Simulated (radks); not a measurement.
Spherical quantum dot in the effective-mass picture: electrons in a hard-walled sphere of radius 7.56, with a point charge +2 (a donor) at the centre, all in effective atomic units (hartree* = m*/eps^2 hartree, bohr* = eps/m* bohr), one dielectric constant everywhere. Method: non-relativistic Kohn-Sham, LDA (Slater exchange, Perdew-Wang correlation), spin-polarised, spherical densities; computed with a radial shooting solver with Libxc functionals. Levels are named by radial order and angular momentum (1s, 1p, 1d, 2s, ...), and open shells are averaged over m. Results are scaled to m* = 0.029 and eps = 13.9, for which hartree* = 4.084 meV and bohr* = 25.36 nm.

N = 27, configuration 1s2 1p6 1d10 2s2 1f(up 7, down 0). This is the lowest configuration that the search found. Occupied and some empty levels:

level    occupation  eigenvalue (meV)  <r> (nm)
1s up             1            15.815     26.07
1s down           1            15.816     25.62
2s up             1            16.412     142.2
1p up             3            16.540     144.4
2s down           1            16.547     142.0
1p down           3            16.677     143.9
1d up             5            16.810     146.5
1d down           5            16.950     146.1
1f up             7            17.199     148.5
1f down           0            17.341     148.3
1g up             0            17.698     150.3
1g down           0            17.842     150.2
2p up             0            18.598     96.20
2p down           0            18.648     95.30
2d up             0            19.329     109.8
2d down           0            19.397     109.2

Energy (meV): total 210.812, kinetic 51.594, external -63.342, Hartree 251.41, exchange-correlation -28.851.
